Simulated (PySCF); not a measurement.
Species: [Ag(edt)Br2]2-, C₂H₂AgBr₂S₂ (charge -2 and doublet state).
Bonds: Ag1–S2, Ag1–S5, Ag1–Br8, Ag1–Br9, S2–C3, C3–C4, C4–S5. Hydrogens: H6 on C3; H7 on C4.

A GFN2-xTB structure was refined with PySCF, PBE0-D3(BJ)/def2-SVP geometry optimisation, gas phase, def2 core potentials past Kr. Its GFN2-xTB values:

```tsv
coordinate	GFN2-xTB
Ag1–S2	2.541 Å
Ag1–S5	2.542 Å
Ag1–Br8	2.634 Å
S2–C3	1.735 Å
C3–C4	1.333 Å
C3–H6	1.082 Å
Ag1–S2–C3	103.6°
S2–Ag1–S5	82.2°
S2–Ag1–Br8	172.8°
S2–Ag1–Br9	90.8°
S2–C3–C4	125.3°
Br8–Ag1–Br9	96.3°
```

**Question.** How do these coordinates change at the PBE0-D3(BJ)/def2-SVP level?

**Answer.** 
```json
{"coordinate": "Ag1–S5", "PBE0-D3(BJ)/def2-SVP (Å or °)": "2.484", "change": "-0.058"}
{"coordinate": "Ag1–S2", "PBE0-D3(BJ)/def2-SVP (Å or °)": "2.484", "change": "-0.057"}
{"coordinate": "Ag1–Br8", "PBE0-D3(BJ)/def2-SVP (Å or °)": "2.688", "change": "+0.054"}
{"coordinate": "C3–H6", "PBE0-D3(BJ)/def2-SVP (Å or °)": "1.101", "change": "+0.019"}
{"coordinate": "C3–C4", "PBE0-D3(BJ)/def2-SVP (Å or °)": "1.351", "change": "+0.018"}
{"coordinate": "S2–C3", "PBE0-D3(BJ)/def2-SVP (Å or °)": "1.747", "change": "+0.012"}
{"coordinate": "S2–Ag1–S5", "PBE0-D3(BJ)/def2-SVP (Å or °)": "85.5", "change": "+3.3"}
{"coordinate": "S2–Ag1–Br9", "PBE0-D3(BJ)/def2-SVP (Å or °)": "88.7", "change": "-2.1"}
{"coordinate": "Ag1–S2–C3", "PBE0-D3(BJ)/def2-SVP (Å or °)": "101.9", "change": "-1.7"}
{"coordinate": "S2–Ag1–Br8", "PBE0-D3(BJ)/def2-SVP (Å or °)": "173.9", "change": "+1.1"}
{"coordinate": "Br8–Ag1–Br9", "PBE0-D3(BJ)/def2-SVP (Å or °)": "97.3", "change": "+1.0"}
{"coordinate": "S2–C3–C4", "PBE0-D3(BJ)/def2-SVP (Å or °)": "125.4", "change": "+0.1"}
```

The energy falls by 1.5 kcal/mol over 5 energy and gradient evaluations, the largest force component goes from 0.0137 to 2.2e-04 Eh/bohr, and the atoms move by 0.045 Å rms after alignment. Among the bonds, Ag1–S2 and Ag1–S5 change most and about equally (-0.058 to -0.057 Å). Bonds longer at the end by more than 0.005 Å: 7 of 9; shorter: 2. Rotational constants go from 631.6, 499.3, 278.9 to 602.9, 513.8, 277.5 MHz.

The run used 169 basis functions and 45 SCF cycles in all. The run took 2.0 min of wall time on an x86-64 server with one thread, no GPU (shared host).

No PBE0-D3(BJ)/def2-SVP frequencies stand behind this structure, so it isn't proved a minimum. ⟨S²⟩ = 0.755 (exact for a doublet: 0.75). Whether so highly charged an anion holds all its electrons in the gas phase wasn't checked; a finite basis holds them in any case. The ion is multiply charged and computed without counter-ions or solvent. The geometry's basis has no diffuse functions, a weakness for an anion.

For an open-shell metal species like this, the optimisation's SCF solution wasn't tested for stability and no frequencies at its level were run, so a lower state or another shape may exist.
